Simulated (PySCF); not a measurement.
InH, SMILES [InH] (connectivity only; charge and spin as stated), neutral, multiplicity 1. The structure is a stationary point at PBE-D3(BJ)/def2-TZVPD. The def2 effective core potentials stand for the cores of In; spin–orbit coupling is left out.

Method: PySCF with PBE-D3(BJ)/def2-TZVPD.

Harmonic wavenumbers (cm⁻¹): 1390. Rotational constants (GHz): 144.3 (linear); symmetry number 1.

Problem. Work out the zero-point energy and the ideal-gas rigid-rotor harmonic-oscillator thermochemistry at 298.15 K and 1 atm.

Solution. ZPE = ½ Σ hcν = ½ × 1390 cm⁻¹ = 8.31 kJ/mol. H − E(el) = 17.01 kJ/mol. Entropy in J/(mol K): translation 168.01, rotation 39.60, vibration 0.08, total 207.69. G − E(el) = -44.91 kJ/mol. Cp = 29.56 J/(mol K).
